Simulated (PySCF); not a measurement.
Te(SiH3)(OSiH3) (H6OSi2Te), SMILES [SiH3]O[Te][SiH3]. Atoms are numbered in the order given.

```xyz
10

Te    -0.6305    -0.3212     0.5086
Si    -0.6134     2.1421    -0.0525
H     -2.0151     2.6146     0.1390
H     -0.1851     2.3334    -1.4644
H      0.3098     2.8708     0.8585
O      1.3466    -0.4882     0.0690
Si     1.8795    -0.9859    -1.4385
H      1.4056    -2.3648    -1.7630
H      3.3672    -0.9685    -1.3823
H      1.4063    -0.0631    -2.5143
```
Charge 0, spin multiplicity 1.

Geometry optimised at B3LYP-D3(BJ)/def2-SVP. The structure was generated by enumeration, and PubChem lists no compound with its InChIKey, so it may never have been made. The def2 effective core potentials stand for the cores of Te; spin–orbit coupling is left out. The values are those of a single conformer.

The numbers are results of TDDFT-ωB97X/def2-SVPD run with PySCF, not measurements.

Vertical excitations. Isolated molecule, no solvent.

```
state  energy (eV)  λ (nm)      f                                                             main pairs
-----  -----------  ------  -----  ---------------------------------------------------------------------
S1            2.64     469  0.001                                                         HOMO→LUMO 97 %
S2            4.42     281  0.005                                                       HOMO−1→LUMO 95 %
S3            4.82     257  0.009                                                       HOMO→LUMO+1 90 %
S4            6.12     203  0.082                                     HOMO→LUMO+2 65 %, HOMO−2→LUMO 16 %
S5            6.16     201  0.029  HOMO−3→LUMO 36 %, HOMO−2→LUMO 23 %, HOMO→LUMO+2 21 %, HOMO−7→LUMO 6 %
S6            6.45     192  0.040                    HOMO−2→LUMO 38 %, HOMO−3→LUMO 37 %, HOMO−6→LUMO 9 %
S7            6.52     190  0.031                  HOMO→LUMO+6 38 %, HOMO−1→LUMO+1 33 %, HOMO→LUMO+7 9 %
S8            6.84     181  0.006   HOMO→LUMO+7 49 %, HOMO→LUMO+3 14 %, HOMO→LUMO+6 9 %, HOMO→LUMO+9 8 %
S9            7.09     175  0.189                                     HOMO→LUMO+4 56 %, HOMO→LUMO+3 18 %
S10           7.11     174  0.133                   HOMO→LUMO+3 52 %, HOMO→LUMO+6 13 %, HOMO→LUMO+4 11 %
T1            2.02     613      0                                                         HOMO→LUMO 95 %
T2            3.81     325      0                                                       HOMO−1→LUMO 92 %
T3            4.35     285      0                                                       HOMO→LUMO+1 83 %
T4            5.42     229      0                                                       HOMO−2→LUMO 66 %
```
Triplets are in the Tamm–Dancoff approximation, which puts them higher than full response would, so one can lie above its singlet here.
